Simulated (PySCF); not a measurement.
# Radial density of Te³¹⁺ (tellurium, charge +31)

TPSSh, [Ar] 3d3, high-spin 4F determinant. Computed with PySCF 2.14 in an even-tempered Gaussian basis (17 s from 4.4 bohr⁻², ratio 2.5; 11 p from 5.7 bohr⁻², ratio 2.5; 8 d from 5.7 bohr⁻², ratio 2.5; 4 f from 22 bohr⁻², ratio 2.7; 3 g from 33 bohr⁻², ratio 2.7), with the non-relativistic Hamiltonian (point nucleus).

| r (bohr) | 4πr²ρ (e/bohr) | 4πr²(ρα − ρβ) |
| --- | --- | --- |
| 0.000400 | 0.1917 | 0.0000 |
| 0.000673 | 0.5273 | 0.0000 |
| 0.00113 | 1.422 | 0.0000 |
| 0.00191 | 3.713 | -0.0001 |
| 0.00320 | 9.178 | -0.0003 |
| 0.00539 | 20.70 | -0.0007 |
| 0.00907 | 40.06 | -0.0013 |
| 0.0153 | 60.48 | -0.0014 |
| 0.0257 | 64.13 | 0.0070 |
| 0.0431 | 58.00 | 0.1152 |
| 0.0726 | 78.28 | 1.0835 |
| 0.122 | 63.81 | 5.6214 |
| 0.205 | 41.49 | 12.2427 |
| 0.345 | 33.63 | 6.5301 |
| 0.581 | 2.054 | 0.3512 |
| 0.977 | 0.005184 | 0.0009 |

A non-relativistic calculation at this Z misses sizeable relativistic shifts. Spin-orbit coupling, absent here, splits the open shell strongly.
